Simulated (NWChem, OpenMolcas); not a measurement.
# A ladder of methods for ZrO (SMILES [O][Zr])

The species is ZrO (2 atoms), meant as a singlet with charge 0. SMILES: `[O][Zr]`. The bond length is the measured one.

```csv
atom,x (Å),y (Å),z (Å)
O,0.0000,0.0000,0.0000
Zr,0.0000,0.0000,1.7116
```

Quantity: the dipole moment, in D. The values are calculated.

```
                               level                    kind     program  value (D)  CPU time
       HF/def2-TZVP (core potential)            Hartree–Fock      NWChem       3.01      16 s
   revPBE/def2-TZVP (core potential)                     GGA  OpenMolcas       2.20      13 s
     TPSS/def2-TZVP (core potential)                meta-GGA  OpenMolcas       2.32      20 s
   r2SCAN/def2-TZVP (core potential)                meta-GGA  OpenMolcas       2.33      16 s
   M06-2X/def2-TZVP (core potential)         hybrid meta-GGA      NWChem       2.49      25 s
     PBE0/def2-TZVP (core potential)           global hybrid  OpenMolcas       2.54      13 s
CAM-B3LYP/def2-TZVP (core potential)  range-separated hybrid      NWChem       2.81   1.7 min
    wB97X/def2-TZVP (core potential)  range-separated hybrid      NWChem       2.73      74 s
```

The values span 2.20 to 3.01 D. CPU times are rough (shared hosts, several kinds of processor): they show what a rung costs within a factor of a few.
